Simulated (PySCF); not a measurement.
Species: methoxybenzoquinone, C₇H₆O₃.
Geometry (PBE0-D3(BJ)/def2-SVP, Å), atoms numbered from 1 in this order:
```xyz
16
C7H6O3 angstrom
C      2.476    0.401   -0.044
O      1.573   -0.661   -0.294
C      0.267   -0.527   -0.491
C     -0.466   -1.642   -0.739
C     -1.911   -1.607   -0.953
O     -2.567   -2.610   -1.165
C     -2.575   -0.275   -0.902
C     -1.873    0.840   -0.665
C     -0.411    0.816   -0.443
O      0.200    1.844   -0.232
H      3.459   -0.081    0.043
H      2.238    0.929    0.890
H      2.491    1.130   -0.865
H      0.021   -2.617   -0.777
H     -3.655   -0.273   -1.069
H     -2.327    1.834   -0.619
```

Computed with PySCF at wB97X-D/def2-SVPD, non-relativistic, on one gas-phase PBE0-D3(BJ)/def2-SVP geometry that isn't relaxed in the solvent. The solvent is an IEF-PCM continuum (Bondi radii, 1.10 Å for H, scaled by 1.2), and excitations are vertical TDDFT with non-equilibrium linear response and a frozen core. Specific hydrogen bonds and non-electrostatic terms are outside this model.

```tsv
run	E − E(gas) (kcal/mol)	HOMO (eV)	HOMO–LUMO gap (eV)	dipole (D)	lowest singlet (eV)	static polarisability (au)
gas	0.00	-9.24	7.35	2.53	2.96	96.3
P	-3.47	-9.17	7.32	2.96	3.02	112.5
Q	-5.46	-9.15	7.31	3.23	3.04	123.6
```

Question: The runs were made in benzene and chloroform. Which run belongs to which solvent?

Answer: P = benzene, Q = chloroform. The dielectric constants are 2.271 (benzene), 4.711 (chloroform), and the energy falls further as ε rises. The optical constants n² used for the excitations are 2.25, 2.09 in the same order. In this model the ground state sees the solvent through ε alone.

Question: How constant is the ratio of the lowering to (ε − 1)/(2ε + 1)?

Answer: 
```csv
solvent,(ε − 1)/(2ε + 1),E − E(gas) (kcal/mol),ratio (kcal/mol),polarisation term (kcal/mol)
benzene,0.229,-3.47,-15.1,-3.73
chloroform,0.356,-5.46,-15.3,-6.13
```

The ratio changes by +1.4 % in size from benzene to chloroform. The polarisation term is half the interaction of the solute with the induced surface charges.

Note: wB97X-D ran without an empirical dispersion term, which enters the total energy and its gradient alone.
